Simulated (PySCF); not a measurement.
**Two structures, one formula**

The two ends of one reaction step of GeH$_{5}$BrO, closed shell (PBE0-D4/def2-TZVP).

A:

```xyz
8
angstrom
Ge -0.2624 0.3680 -1.2064
O -0.0216 -1.2420 1.6491
H -0.0066 -1.1241 -1.4043
H -1.4866 0.6688 -0.3430
H -0.3193 1.1242 -2.5403
H 0.7834 -0.7193 1.5723
Br 1.5890 1.2426 -0.0996
H -0.4844 -0.8714 2.4039
```

B:

```xyz
8
angstrom
Ge -0.8930 -0.2192 -0.6885
O -0.0455 -0.1616 0.9021
H 0.0322 -1.0716 -1.5541
H -2.2661 -0.8723 -0.4683
H -1.0451 1.2138 -1.2201
H 1.6545 0.2160 0.8638
Br 3.0584 0.5782 0.7157
H -0.5066 0.3554 1.5673
```

PySCF 2.14 with density fitting (its default auxiliary sets; JK sets also for MP2 and CCSD(T)); basis: def2-TZVPP; cores frozen in the correlated methods. Filled d shells of the heavier atoms are correlated. The def2 sets are not built for correlating such inner shells, so the correlated values are less sure here. B3LYP uses VWN-RPA correlation.

Which structure is lower at CCSD(T), and by how much? (An estimate is asked for; the value comes from the calculation.)

The calculation gives: A, by 50.0 kJ/mol (electronic energy, against the other). By their contacts, A is a complex of GeH₃Br ([GeH3][Br]) + H₂O and B is a complex of GeH₄O ([OH][GeH3]) + HBr.

All methods give the same order:

```tsv
method	E(B) − E(A) (kJ/mol)
SPW92	39.4
PBE-D4	50.2
r2SCAN-D4	50.1
PBE0-D4	55.3
B3LYP-D4	49.6
BHLYP-D4	55.2
wB97M-V	55.2
HF	60.6
MP2	50.1
CCSD	52.1
CCSD(T)	50.0
```

No T1 diagnostic of these runs exceeds 0.010.

Labels in which every atom is bracketed show which atoms are joined, not bond orders.

For scale, one of the runs: CCSD(T)/def2-TZVPP, 197 basis functions, launched by `OMP_NUM_THREADS=4 python run.py`. The run took 4.6 min on 4 CPU threads of an Intel Xeon 6975P-C (shared host), with 3.4 GiB of host memory at its peak.
